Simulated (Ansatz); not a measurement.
**A geometry optimisation of BrHSi2 with B3LYP-D3(BJ)/def2-SVP**

The starting geometry of this gas-phase singlet was optimised with GFN2-xTB.

```yaml
atoms:
  - { symbol: Br, position_ang: [0.8326, 0.6526, 1.7923] }
  - { symbol: Si, position_ang: [-0.2077, 1.1691, -0.3286] }
  - { symbol: Si, position_ang: [1.2103, -0.3225, -1.3098] }
  - { symbol: H, position_ang: [0.1377, -1.3943, -1.3648] }
```

Problem. Predict what it relaxes into with B3LYP-D3(BJ)/def2-SVP.

Solution. New bonds form, giving a structure with Br1 bridging Si2 and Si3, H4 bridging Si3 and Si2, given below by its coordinates. Distances that change by over a tenth: Si3–H4 (1.52 → 1.73 Å). Contacts that close: Br1–Si3 (3.27 → 2.52 Å), Si2–H4 (2.79 → 1.73 Å).

The energy falls by 0.60 eV over 13 steps:

```tsv
step	E − E(last) (eV)
1	0.598
2	0.379
4	0.217
5	0.194
6	0.186
8	0.020
9	0.019
10	0.001
12	0.000
13	0.000
```

Final geometry (Å):

```xyz
4

Br    1.0333    0.1235    1.3771
Si   -0.4062    0.9286   -0.5242
Si    1.5011   -0.2334   -1.0701
H    -0.1554   -0.7138   -0.9936
```

Frequencies at the end are all real (lowest 192 cm⁻¹). Run with Ansatz 0.2.0, 29 s on 1 thread of Intel(R) Xeon(R) Platinum 8259CL CPU @ 2.50GHz (Skylake/Cascade Lake), with other jobs on the host.
